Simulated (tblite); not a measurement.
Species: C6H9O2 (doublet state).
Structure used (GFN2-xTB), in Å, numbered top down from 1:
```
atom  x, y, z in Å
C1    -2.0856   -1.0458   -0.7270
C2    -0.8682   -0.1795   -0.4396
C3    -1.1060    0.7913    0.7116
O4     0.2073   -1.0827   -0.1137
C5     1.4036   -0.5611   -0.0970
C6     2.7011   -0.7330    0.1651
C7     2.2498    0.5945   -0.3330
O8     2.1828    1.7951    0.3814
H9    -2.3458   -1.6210    0.1583
H10   -2.9280   -0.4188   -1.0046
H11   -1.8732   -1.7360   -1.5395
H12   -0.5788    0.3837   -1.3377
H13   -0.2121    1.3842    0.8921
H14   -1.9247    1.4614    0.4657
H15   -1.3556    0.2434    1.6179
H16    3.4486   -1.3476    0.6023
H17    3.0777    2.0836    0.5878
```

Method: GFN2-xTB as coded in tblite; computed harmonic values from a numerical Hessian at the method's own geometry, unscaled. This tight-binding method is rough: wavenumbers can miss measured ones by several per cent, in bad cases by 10 to 20. One conformer, not necessarily the lowest. Open shells enter through the occupations alone, without spin polarisation, and single modes of such species can be off by tens of per cent.

Harmonic wavenumbers (cm⁻¹): 50.3, 98.0, 129.7, 182.7, 231.6, 240.7, 269.1, 323.7, 381.9, 436.7, 455.8, 492.5, 529.5, 570.4, 738.5, 867.2, 910.3, 943.7, 954.1, 974.0, 976.5, 1126.5, 1140.5, 1153.4, 1164.5, 1184.1, 1286.3, 1308.0, 1312.7, 1398.6, 1411.2, 1474.2, 1482.9, 1486.3, 1494.8, 1841.7, 2891.4, 3036.8, 3044.5, 3047.4, 3049.2, 3051.4, 3054.8, 3221.4, 3549.4.

A = 3971, B = 1334, C = 1077 MHz; mass 113.060 u (most abundant isotopes); point group C1, symmetry number 1; spin multiplicity 2.

Task: Zero-point energy?

Result: Half the sum of the wavenumbers: 29484 cm⁻¹ = 352.71 kJ/mol.

Task: What is S at 298.15 K and 1 bar for an ideal gas of classical rigid rotors and harmonic oscillators?

Result: Translation 167.82, rotation 118.92, vibration 108.52, spin (R ln 2) 5.76: S = 401.0 J/(mol K).

Task: And Cp and H(298.15 K) − H(0)?

Result: Cp = 150.77 J/(mol K), of which vibrations give 117.51 (their classical limit is 45 R = 374.2); H(298.15 K) − H(0) = 27.58 kJ/mol without the zero-point energy, 17.67 from vibrations.

Task: What must be added to the electronic energy to get the Gibbs energy at 298.15 K and 1 bar?

Result: ZPE + [H(298.15 K) − H(0)] − T·S = 352.71 + 27.58 − 119.57 = 260.72 kJ/mol.

Task: How do the functions run with temperature in this model?

Result: 
```tsv
T (K)	S (J/(mol K))	Cp (J/(mol K))	H − H(0) (kJ/mol)	G − H(0) (kJ/mol)	ln q(vib)
150	318.4	95.2	9.31	-38.46	2.41
250	376.1	133.1	20.75	-73.27	4.77
400	450.4	186.4	44.78	-135.38	8.35
600	537.1	241.5	87.92	-234.34	13.00
900	645.9	294.5	168.98	-412.35	19.51
```

q(vib) and H(0) count from the zero-point level.

Task: Blend soft modes into free rotors: weight 1/[1 + (100 cm⁻¹/ν̃)⁴] for the oscillator and the rest for a rotor with moment μB/(μ + B), μ = h/(8π²ν), B = 10⁻⁴⁴ kg m². What vibrational entropy results?

Result: 101.90 J/(mol K) in place of 108.52, which changes −T·S at 298.15 K by +1.97 kJ/mol.

Task: Which modes carry the vibrational entropy at 298.15 K?

Result: 50.3 cm⁻¹: 20.11; 98.0 cm⁻¹: 14.62; 129.7 cm⁻¹: 12.34; 182.7 cm⁻¹: 9.63; 231.6 cm⁻¹: 7.81; 240.7 cm⁻¹: 7.52 J/(mol K); the other 39 give 36.50 together.

Hindered rotation and anharmonicity are outside this model. Other conformers, if any are populated, would add a mixing term that is left out. The structure is chiral; the term R ln 2 for an equal mix with its mirror image is left out.

Time: 0.42 s of wall time. Hardware: one thread, Arm Neoverse V2 (aarch64), shared host with 192 logical CPUs at a one-minute load of 54. The figure is for the frequency step alone.
